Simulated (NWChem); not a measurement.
All runs are NWChem calculations. System: silene (CH4Si), charge 0, spin multiplicity 1, at a geometry optimised with PBE0/def2-SVP. Level: MP2/STO-3G, 6 core orbitals frozen.

The NWChem input:

```
start mol
memory heap 200 mb stack 900 mb global 1100 mb
geometry units angstroms nocenter noautoz
  C      0.000000     0.000000    -1.156933
  Si     0.000000     0.000000     0.550682
  H      0.926618     0.000000    -1.737869
  H     -0.926618     0.000000    -1.737869
  H     -1.249623     0.000000     1.353895
  H      1.249623     0.000000     1.353895
  symmetry group C2v
end
basis spherical
  * library sto-3g
end
scf
  rhf
  nopen 0
  maxiter 100
  thresh 1e-7
  semidirect memsize 60000000 filesize 0
end
mp2
  freeze core 6
end
task mp2 energy
```

Part of the output:

```
             Northwest Computational Chemistry Package (NWChem) 7.3.0
             --------------------------------------------------------

                                NWChem Input Module
                                -------------------

 Scaling coordinates for geometry "geometry" by  1.889725989
 (inverse scale =  0.529177249)

 Turning off AUTOSYM since
 SYMMETRY directive was detected!

                             Geometry "geometry" -> ""
                             -------------------------

 Output coordinates in angstroms (scale by  1.889725989 to convert to a.u.)

  No.       Tag          Charge          X              Y              Z
 ---- ---------------- ---------- -------------- -------------- --------------
    1 C                    6.0000     0.00000000     0.00000000    -1.15693300
    2 Si                  14.0000     0.00000000     0.00000000     0.55068200
    3 H                    1.0000     0.92661800     0.00000000    -1.73786900
    4 H                    1.0000    -0.92661800     0.00000000    -1.73786900
    5 H                    1.0000    -1.24962300     0.00000000     1.35389500
    6 H                    1.0000     1.24962300     0.00000000     1.35389500

 Effective nuclear repulsion energy (a.u.)      51.1946243680

            Nuclear Dipole moment (a.u.)
            ----------------------------
        X                 Y               Z
 ---------------- ---------------- ----------------
     0.0000000000     0.0000000000     0.0000037795

      Symmetry information
      --------------------

 Group name             C2v
 Group number             16
 Group order               4
 No. of unique centers     4

      Symmetry unique atoms

     1    2    3    5


 Summary of "ao basis" -> "" (spherical)
 ------------------------------------------------------------------------------
       Tag                 Description            Shells   Functions and Types
 ---------------- ------------------------------  ------  ---------------------
 *                           sto-3g                   on all atoms

 Summary of "ao basis" -> "ao basis" (spherical)
 ------------------------------------------------------------------------------
       Tag                 Description            Shells   Functions and Types
 ---------------- ------------------------------  ------  ---------------------
 C                           sto-3g                  3        5   2s1p
 Si                          sto-3g                  5        9   3s2p
 H                           sto-3g                  1        1   1s

                                 NWChem SCF Module
                                 -----------------

  ao basis        = "ao basis"
  functions       =    18
  atoms           =     6
  closed shells   =    12
  open shells     =     0
  charge          =   0.00
  wavefunction    = RHF
  use symmetry    = T
  symmetry adapt  = T

 Summary of "ao basis" -> "ao basis" (spherical)
 ------------------------------------------------------------------------------
       Tag                 Description            Shells   Functions and Types
 ---------------- ------------------------------  ------  ---------------------
 C                           sto-3g                  3        5   2s1p
 Si                          sto-3g                  5        9   3s2p
 H                           sto-3g                  1        1   1s

      Symmetry analysis of basis
      --------------------------

        a1         10
        a2          0
        b1          5
        b2          3

 Forming initial guess at       0.0s

      Superposition of Atomic Density Guess
      -------------------------------------

 Sum of atomic energies:        -324.49552946

      Non-variational initial energy
      ------------------------------

 Total energy =    -324.487092
 1-e energy   =    -554.883002
 2-e energy   =     179.201286
 HOMO         =      -0.030859
 LUMO         =       0.245068

      Symmetry analysis of molecular orbitals - initial
      -------------------------------------------------

  Numbering of irreducible representations:

     1 a1          2 a2          3 b1          4 b2

  Orbital symmetries:

     1 a1          2 a1          3 a1          4 a1          5 b1
     6 b2          7 a1          8 a1          9 b1         10 a1
    11 b1         12 b2         13 b2         14 a1         15 b1
    16 a1         17 a1         18 b1

 Starting SCF solution at       0.0s

 ----------------------------------------------
         Quadratically convergent ROHF

 Convergence threshold     :          1.000E-07
 Maximum no. of iterations :          100
 Final Fock-matrix accuracy:          1.000E-09
 ----------------------------------------------

              iter       energy          gnorm     gmax       time
             ----- ------------------- --------- --------- --------
                 1     -325.1861452539  5.38D-01  2.76D-01      0.0
                 2     -325.2136901447  1.54D-01  7.55D-02      0.0
                 3     -325.2169124570  1.09D-02  6.47D-03      0.0
                 4     -325.2169522070  3.50D-05  1.47D-05      0.0
                 5     -325.2169522071  1.19D-09  5.43D-10      0.0

       Final RHF  results
       ------------------

         Total SCF energy =   -325.216952207113
      One-electron energy =   -553.623598517509
      Two-electron energy =    177.212021942439
 Nuclear repulsion energy =     51.194624367956

        Time for solution =      0.0s

       Symmetry analysis of molecular orbitals - final
       -----------------------------------------------

  Numbering of irreducible representations:

     1 a1          2 a2          3 b1          4 b2

  Orbital symmetries:

     1 a1          2 a1          3 a1          4 b2          5 a1
     6 b1          7 a1          8 a1          9 b1         10 b1
    11 a1         12 b2         13 b2         14 a1         15 b1
    16 a1         17 a1         18 b1

             Final eigenvalues
             -----------------

              1
    1  -67.9310
    2  -10.9165
    3   -5.9255
    4   -3.9509
    5   -3.9501
    6   -3.9498
    7   -0.8255
    8   -0.6169
    9   -0.5019
   10   -0.4129
   11   -0.4101
   12   -0.2086
   13    0.2767
   14    0.4308
   15    0.5541
   16    0.6776
   17    0.7963
   18    0.8552

                       ROHF Final Molecular Orbital Analysis
                       -------------------------------------

 Vector   10  Occ=2.000000D+00  E=-4.129175D-01  Symmetry=b1
              MO Center=  4.5D-15, -2.8D-31,  7.1D-01, r^2= 2.8D+00
   Bfn.  Coefficient  Atom+Function         Bfn.  Coefficient  Atom+Function
  ----- ------------  ---------------      ----- ------------  ---------------
    17      0.482191  5 H  s                 18     -0.482191  6 H  s
    12     -0.393827  2 Si px                 3      0.224924  1 C  px
    15      0.200731  3 H  s                 16     -0.200731  4 H  s
     8      0.168548  2 Si px

 Vector   11  Occ=2.000000D+00  E=-4.100834D-01  Symmetry=a1
              MO Center= -7.2D-15, -6.2D-19, -3.1D-01, r^2= 2.3D+00
   Bfn.  Coefficient  Atom+Function         Bfn.  Coefficient  Atom+Function
  ----- ------------  ---------------      ----- ------------  ---------------
     5      0.527196  1 C  pz                14     -0.422747  2 Si pz
    17     -0.255373  5 H  s                 18     -0.255373  6 H  s
    15     -0.224426  3 H  s                 16     -0.224426  4 H  s
    10      0.191229  2 Si pz

 Vector   12  Occ=2.000000D+00  E=-2.085780D-01  Symmetry=b2
              MO Center= -3.6D-31, -5.6D-17, -4.9D-01, r^2= 1.6D+00
   Bfn.  Coefficient  Atom+Function         Bfn.  Coefficient  Atom+Function
  ----- ------------  ---------------      ----- ------------  ---------------
     4      0.721241  1 C  py                13      0.594492  2 Si py
     9     -0.210312  2 Si py

 Vector   13  Occ=0.000000D+00  E= 2.767202D-01  Symmetry=b2
              MO Center=  9.9D-32, -3.6D-16, -1.1D-01, r^2= 1.9D+00
   Bfn.  Coefficient  Atom+Function         Bfn.  Coefficient  Atom+Function
  ----- ------------  ---------------      ----- ------------  ---------------
    13      0.869436  2 Si py                 4     -0.716937  1 C  py
     9     -0.278779  2 Si py

 Vector   14  Occ=0.000000D+00  E= 4.307955D-01  Symmetry=a1
              MO Center= -2.3D-16,  3.8D-16,  8.3D-01, r^2= 2.2D+00
   Bfn.  Coefficient  Atom+Function         Bfn.  Coefficient  Atom+Function
  ----- ------------  ---------------      ----- ------------  ---------------
    11      1.184868  2 Si s                 17     -0.731946  5 H  s
    18     -0.731946  6 H  s                  2     -0.510439  1 C  s
     5     -0.352784  1 C  pz                 7     -0.219963  2 Si s
    14      0.194804  2 Si pz

 Vector   15  Occ=0.000000D+00  E= 5.541244D-01  Symmetry=b1
              MO Center=  1.6D-16, -7.5D-32,  3.1D-01, r^2= 2.6D+00
   Bfn.  Coefficient  Atom+Function         Bfn.  Coefficient  Atom+Function
  ----- ------------  ---------------      ----- ------------  ---------------
    12      1.027922  2 Si px                17      0.642711  5 H  s
    18     -0.642711  6 H  s                 15     -0.401777  3 H  s
    16      0.401777  4 H  s                  3      0.349519  1 C  px
     8     -0.292867  2 Si px

 center of mass
 --------------
 x =   0.00000000 y =   0.00000000 z =   0.03217252

 moments of inertia (a.u.)
 ------------------
         122.543171758516           0.000000000000           0.000000000000
           0.000000000000         139.963655224947           0.000000000000
           0.000000000000           0.000000000000          17.420483466431

  Mulliken analysis of the total density
  --------------------------------------

    Atom       Charge   Shell Charges
 -----------   ------   -------------------------------------------------------
    1 C    6     6.39   1.99  1.23  3.16
    2 Si  14    13.40   2.00  1.99  5.90  1.18  2.34
    3 H    1     0.97   0.97
    4 H    1     0.97   0.97
    5 H    1     1.14   1.14
    6 H    1     1.14   1.14

       Multipole analysis of the density wrt the origin
       ------------------------------------------------

     L   x y z        total         open         nuclear
     -   - - -        -----         ----         -------
     0   0 0 0     -0.000000      0.000000     24.000000

     1   1 0 0      0.000000      0.000000      0.000000
     1   0 1 0      0.000000      0.000000      0.000000
     1   0 0 1      0.455922      0.000000      0.000004

     2   2 0 0    -14.059662      0.000000     17.285227
     2   1 1 0     -0.000000      0.000000      0.000000
     2   1 0 1     -0.000000      0.000000      0.000000
     2   0 2 0    -13.503908      0.000000      0.000000
     2   0 1 1      0.000000      0.000000      0.000000
     2   0 0 2    -14.717649      0.000000     78.502399

                   NWChem MP2 Semi-direct Energy/Gradient Module
                   ---------------------------------------------

  Basis functions       =     18
  Molecular orbitals    =     18
  Frozen core           =      6
  Frozen virtuals       =      0
  Active alpha occupied =      6
  Active beta occupied  =      6
  Active alpha virtual  =      6
  Active beta virtual   =      6
  Use MO symmetry       = T
  Use skeleton AO sym   = T

  AO/Fock/Back tols     =   1.0D-09  1.0D-09  1.0D-09

 GA uses MA = F    GA memory limited = T

 Available:
  local mem=  1.26D+08
 global mem=  1.44D+08
 local disk=  0.00D+00
  mp2_memr nvloc                     6
  nvloc new                     6
   1 passes of   6:        2097152                        991                     21396.
   1 passes of   6: M    126155557           G      144178552           F     124058405.

 Semi-direct pass number   1 of   1  for RHF alpha+beta  at        0.1s
  vrange nnbf                   170
  mp2_eaftype                    10  avail_ma_in_mb                  1099
 EAF : mp2_eaftype filesize          10      10698.
  mp2_eaf for mointskh                     10
Node 0 wrote      0.0 Mb in      0.0 s     Agg I/O rate:  1836.8 Mb/s
 Done moints_semi at        0.1s
  mp2_eaftype                    10  avail_ma_in_mb                  1089
 EAF : mp2_eaftype filesize          10      10698.
  mp2_eaf for kh                    10
 Done maket at        0.1s
 Done multipass loop at        0.1s

          -------------------------------------------
          SCF energy                -325.216952207113
          Correlation energy          -0.121164554989
          Singlet pairs               -0.098281313509
          Triplet pairs               -0.022883241481
          Total MP2 energy          -325.338116762103
          -------------------------------------------

          ---------------------------------------------------
                    Spin Component Scaled (SCS) MP2
          Same spin pairs                     -0.015255494320
          Same spin scaling factor             0.333333333333
          Opposite spin pairs                 -0.105909060669
          Opposite spin scaling fact.          1.200000000000
          SCS-MP2 correlation energy          -0.132176037576
          Total SCS-MP2 energy              -325.349128244689
          ---------------------------------------------------

 -----------------------
 Performance information
 -----------------------

 Timer overhead =  9.49D-08 seconds/call

               Nr. of calls         CPU time (s)                 Wall time (s)                GFlops
             ---------------    -------------------     ------------------------------   -------------------
Name         Min   Avg   Max    Min     Avg     Max     Min     Avg     Max   Mx/calls   Min     Max     Sum
mp2: moin     1     1     1   2.76E-2 2.76E-2 2.76E-2  2.76E-2 2.76E-2 2.76E-2 2.76E-2   0.0     0.0     0.0
mp2: make     1     1     1   3.64E-4 3.64E-4 3.64E-4  3.64E-4 3.64E-4 3.64E-4 3.64E-4   0.0     0.0     0.0
mp2: tota     1     1     1   3.15E-2 3.15E-2 3.15E-2  3.15E-2 3.15E-2 3.15E-2 3.15E-2   0.0     0.0     0.0

 The average no. of pstat calls per process was 3.00D+00
 with a timing overhead of 2.85D-07s

 Task  times  cpu:        0.1s     wall:        0.1s

 Total times  cpu:        0.1s     wall:        0.1s
```
